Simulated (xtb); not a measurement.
Cl₄Te, triplet, geometry from GFN2-xTB (a higher spin typed on purpose: for a closed-shell molecule this is an excited state); xtb with GFN2-xTB.

Input for xtb:
```
$ xtb mol.xyz --gfn 2 --uhf 2 --json

# file mol.xyz
5

Te    -0.00000000     0.00000000    -0.00000000
Cl     1.50529057    -1.91103356    -0.16539007
Cl     1.91460967     1.50159192     0.15746220
Cl    -1.50510087     1.91713111    -0.06769397
Cl    -1.91479936    -1.50768947     0.07562184
```

The log (banner, timings and long lists left out):

```
   ID    Z sym.   atoms
    1   52 Te     1
    2   17 Cl     2-5

           -------------------------------------------------
          |                Calculation Setup                |
           -------------------------------------------------

           -------------------------------------------------
          |                 G F N 2 - x T B                 |
           -------------------------------------------------

          ...................................................
          :                      SETUP                      :
          :.................................................:
          :  # basis functions                  50          :
          :  # atomic orbitals                  45          :
          :  # shells                           15          :
          :  # electrons                        34          :
          :  max. iterations                   250          :
          :  Hamiltonian                  GFN2-xTB          :
          :  restarted?                      false          :
          :  GBSA solvation                  false          :
          :  PC potential                    false          :
          :  electronic temp.          300.0000000     K    :
          :  accuracy                    1.0000000          :
          :  -> integral cutoff          0.2500000E+02      :
          :  -> integral neglect         0.1000000E-07      :
          :  -> SCF convergence          0.1000000E-05 Eh   :
          :  -> wf. convergence          0.1000000E-03 e    :
          :  Broyden damping             0.4000000          :
          :  net charge                          0          :
          :  unpaired electrons                  2          :
          ...................................................

 iter      E             dE          RMSdq      gap      omega  full diag
   1    -20.4925824 -0.204926E+02  0.224E+01    4.74       0.0  T
   2    -19.4395764  0.105301E+01  0.230E+01    2.73       1.0  T
   3    -21.3272560 -0.188768E+01  0.966E+00    5.36       1.0  T
   4    -20.2147372  0.111252E+01  0.164E+01    4.38       1.0  T
   5    -21.3122248 -0.109749E+01  0.238E+00    5.27       1.0  T
   6    -21.3147423 -0.251747E-02  0.149E+00    5.26       1.0  T
   7    -21.3313533 -0.166110E-01  0.748E-01    5.27       1.0  T
   8    -21.3357524 -0.439915E-02  0.393E-01    5.27       1.0  T
   9    -21.3366634 -0.910987E-03  0.198E-01    5.27       1.0  T
  10    -21.3369482 -0.284805E-03  0.105E-01    5.27       1.0  T
  11    -21.3370677 -0.119457E-03  0.213E-02    5.27       2.1  T
  12    -21.3370678 -0.147254E-06  0.152E-02    5.27       2.9  T
  13    -21.3370686 -0.765516E-06  0.701E-03    5.27       6.4  T
  14    -21.3370689 -0.272253E-06  0.640E-03    5.27       7.0  T
  15    -21.3370690 -0.175282E-06  0.895E-05    5.27     499.6  T
  16    -21.3370690  0.292069E-10  0.116E-04    5.27     385.0  T

   *** convergence criteria satisfied after 16 iterations ***

 transition dipole moment (au) for excitation:          17          18
     X       Y       Z
   0.0003   0.0087  -0.3325  total (au/Debye):    0.333   0.845
 dE (eV)             :    0.506
 oscillator strength :  0.19400E-02

         :::::::::::::::::::::::::::::::::::::::::::::::::::::
         ::                     SUMMARY                     ::
         :::::::::::::::::::::::::::::::::::::::::::::::::::::
         :: total energy             -21.334123252016 Eh    ::
         :: gradient norm              0.000003051488 Eh/a0 ::
         :: HOMO-LUMO gap              5.270788470969 eV    ::
         ::.................................................::
         :: SCC energy               -21.337063136238 Eh    ::
         :: -> isotropic ES            0.012037193564 Eh    ::
         :: -> anisotropic ES          0.002396424768 Eh    ::
         :: -> anisotropic XC         -0.002381238882 Eh    ::
         :: -> dispersion             -0.007172977018 Eh    ::
[...]
        10        2.0000           -0.4703176             -12.7980
        11        2.0000           -0.4703176             -12.7980
        12        2.0000           -0.4633431             -12.6082
        13        2.0000           -0.4611167             -12.5476
        14        2.0000           -0.4592803             -12.4977
        15        2.0000           -0.4592803             -12.4977
        16        2.0000           -0.4557546             -12.4017
        17        1.0000           -0.4203572             -11.4385
        18        1.0000           -0.4017572             -10.9324 (HOMO)
        19                         -0.2080593              -5.6616 (LUMO)
        20                         -0.2080593              -5.6616
        21                         -0.0175287              -0.4770
        22                         -0.0175287              -0.4770
        23                         -0.0143136              -0.3895
        24                         -0.0129964              -0.3537
        25                         -0.0125587              -0.3417
        26                         -0.0121469              -0.3305
        27                         -0.0121468              -0.3305
        28                         -0.0117872              -0.3207
        29                         -0.0105713              -0.2877
       ...                                ...                  ...
        45                          2.1396634              58.2232
      -------------------------------------------------------------
                  HL-Gap            0.1936979 Eh            5.2708 eV
             Fermi-level           -0.3714699 Eh          -10.1082 eV

     #   Z          covCN         q      C6AA      α(0)
     1  52 Te       3.229     0.256   401.582    37.037
     2  17 Cl       0.808    -0.064   101.044    15.377
     3  17 Cl       0.808    -0.064   101.044    15.377
     4  17 Cl       0.808    -0.064   101.044    15.377
     5  17 Cl       0.808    -0.064   101.044    15.377

 Mol. C6AA /au·bohr⁶  :       3608.346232
 Mol. C8AA /au·bohr⁸  :     211697.919312
 Mol. α(0) /au        :         98.546155

Wiberg/Mayer (AO) data.
largest (>0.10) Wiberg bond orders for each atom

 ---------------------------------------------------------------------------
     #   Z sym  total        # sym  WBO       # sym  WBO       # sym  WBO
 ---------------------------------------------------------------------------
     1  52 Te   3.905 --     4 Cl   0.976     5 Cl   0.976     2 Cl   0.976
                             3 Cl   0.976
     2  17 Cl   1.366 --     1 Te   0.976     3 Cl   0.152     5 Cl   0.152
     3  17 Cl   1.366 --     1 Te   0.976     2 Cl   0.152     4 Cl   0.152
     4  17 Cl   1.366 --     1 Te   0.976     3 Cl   0.152     5 Cl   0.152
     5  17 Cl   1.366 --     1 Te   0.976     2 Cl   0.152     4 Cl   0.152
 ---------------------------------------------------------------------------

Topologies differ in total number of bonds
Writing topology from bond orders to xtbtopo.mol

molecular dipole:
                 x           y           z       tot (Debye)
 q only:       -0.000       0.000      -0.000
   full:       -0.000       0.000      -0.000       0.000
molecular quadrupole (traceless):
                xx          xy          yy          xz          yz          zz
 q only:       -1.348       0.000      -1.345      -0.003      -0.106       2.694
  q+dip:       -2.443       0.000      -2.438      -0.006      -0.192       4.881
   full:       -3.304       0.000      -3.297      -0.008      -0.259       6.601

           -------------------------------------------------
          | TOTAL ENERGY              -21.334123252016 Eh   |
          | GRADIENT NORM               0.000003051488 Eh/α |
          | HOMO-LUMO GAP               5.270788470969 eV   |
           -------------------------------------------------

normal termination of xtb
```
